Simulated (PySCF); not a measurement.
Sn(H)(F)(Me)2 (C₂H₇FSn), SMILES [CH3][SnH]([CH3])[F].

Geometry optimised at B3LYP-D3(BJ)/def2-SVP. The def2 effective core potentials stand for the cores of Sn; spin–orbit coupling is left out.

Two levels are set side by side: TDA-PBE/def2-SVPD (PySCF) and TDA-ωB97X/def2-SVPD (PySCF). Vertical, same geometry. The lowest singlet is HOMO→LUMO 76 %, HOMO→LUMO+1 23 % with PBE and HOMO→LUMO 79 %, HOMO→LUMO+1 15 % with the other functional; states are paired by order. Differences are taken from unrounded values.

| quantity | TDA-ωB97X | TDA-PBE | TDA-PBE minus TDA-ωB97X |
|---|---|---|---|
| lowest singlet excitation (eV) | 7.26 | 6.29 | -0.97 |
| lowest triplet excitation (TDA) (eV) | 6.86 | 5.86 | -0.99 |
| first bright state (f over 0.05) (eV) | 8.05 | 6.70 | -1.36 |
| its oscillator strength | 0.40 | 0.13 | -0.27 |

Functionals without exact exchange tend to place singlet excitations lower, as here. Differences between two approximate levels are no errors against the true value.

Rough cost on one machine, each run with all the roots and properties that it gave: TDA-ωB97X against TDA-PBE about 4 times.
